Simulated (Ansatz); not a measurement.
```yaml
crystal:
  periodic: [false, false, false]
  atoms:
    - {symbol: Sn, position_ang: [-0.024256, 0.013747, -1.146701]}
    - {symbol: C, position_ang: [-0.387327, -0.140202, 1.031474]}
    - {symbol: C, position_ang: [0.307291, 0.185118, 2.192574]}
    - {symbol: H, position_ang: [0.083676, -0.083254, 3.175915]}
    - {symbol: H, position_ang: [1.498061, -0.243521, -1.898874]}
    - {symbol: H, position_ang: [-0.711560, 1.560129, -1.478400]}
    - {symbol: H, position_ang: [-0.817960, -1.306689, -1.756491]}
basis:
  gaussian: {orbitals: def2-TZVP, final_grid: {core_spheres: 20, valence_spheres: 16, degree: 47}}
hamiltonian: {xc: {name: SPW92}, pseudopotentials: {relativity: none}}
```

```sh
$ ansatz run in.yaml --threads 4 --pin off --events-out ev --progress --plain --max-ram 3916MiB
```

It prints (some lines left out):

```
Functional definition: SPW92
924 factors; their error is unknown
mean field evaluation 1: about -7931.1806 eV, gradient 4.7e1 eV
mean field evaluation 2: about -7908.7469 eV, gradient 9.1e1 eV
mean field evaluation 4: about -7934.3305 eV, gradient 3.5e1 eV
mean field evaluation 8: about -7937.1810 eV, gradient 2.6e-1 eV
mean field evaluation 16: about -7937.1691 eV, gradient 3.6e-4 eV
mean field -7937.16905251 eV, -291.6855826735 hartree, gradient 6.6e-5 eV, S^2 0.000000; 0 other end points of the search recorded, 0 dependent functions left out
reference -7937.16909883 eV, -291.6855843756 hartree; 19, 19 occupied and 117, 117 virtual orbitals, 924 factors
Total energy: -7937.16909883 eV, -291.6855843756 hartree
```

Hardware: 4 threads of Arm Neoverse V2 on a shared host. Wall time 0.6 s.

In the def2 sets Sn takes a core potential; there is no spin–orbit coupling.
